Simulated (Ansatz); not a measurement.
Two members of one family (Same ligands, another metal), computed with Ansatz in the gas phase; def2 core potentials for Mo, no spin–orbit coupling. The two geometries come from different levels. Binding counts from free atoms in the multiplicity of their measured ground term, without zero-point energy. A dash marks a value that wasn't run or was left out as unsound. The structures are stationary points that may keep the symmetry of their start. Remarks come from the PBE and PBE0 runs and from stability tests at other levels; not every state was tested. A HOMO above zero means that the electron is unbound at that level and held by the basis, or that self-interaction error raises the level; the energy of removing that electron tells which.

First: CrO3 (singlet, charge 0, PBE0-D4/def2-TZVP geometry).

```xyz
4

Cr   -0.135    0.200    0.092
O     0.249    0.678   -1.346
O    -1.167   -0.972    0.153
O     1.054    0.095    1.101
```

```tsv
level	HOMO (eV)	LUMO (eV)	gap (eV)	vertical EA (eV)	binding per atom (eV)
PBE-D4/def2-TZVP	-7.66	-6.10	1.55	–	4.26
PBE-D4/def2-TZVPD	-7.69	-6.14	1.55	2.97	4.26
r2SCAN-D4/def2-TZVPD	-8.07	-6.08	1.99	3.21	3.76
PBE0-D4/def2-SVP	-9.30	-5.22	4.08	–	3.20
PBE0-D4/def2-TZVPD	-9.40	-5.28	4.12	3.55	3.22
```

Metal–donor distances: 3 × O 1.56 Å. Remarks: restricted SCF unstable in HF, HOMO above zero (-1 doublet).

Second: MoO3 (singlet, charge 0, r2SCAN-D4/def2-TZVP geometry).

Cartesian coordinates in Å:
```
Mo -0.211 -0.346 -0.123
O 1.249 -0.809 0.626
O -1.166 0.534 0.981
O 0.128 0.621 -1.484
```

**Question.** What does the change do? Estimate second minus first.

**Answer.** 
```
               level  Δ HOMO (eV)  Δ LUMO (eV)  Δ gap (eV)  Δ vertical EA (eV)  Δ binding per atom (eV)
    PBE-D4/def2-TZVP         0.26         0.68        0.41                   –                     0.76
   PBE-D4/def2-TZVPD         0.24         0.69        0.45               -0.27                     0.77
r2SCAN-D4/def2-TZVPD         0.29         0.83        0.54               -0.33                     0.81
    PBE0-D4/def2-SVP         0.31         0.48        0.17                   –                     1.12
  PBE0-D4/def2-TZVPD         0.34         0.53        0.19               -0.56                     1.08
```

Metal–donor distances: 3 × O 1.70 Å. Remarks: restricted SCF unstable in HF, HOMO above zero (-1 doublet).
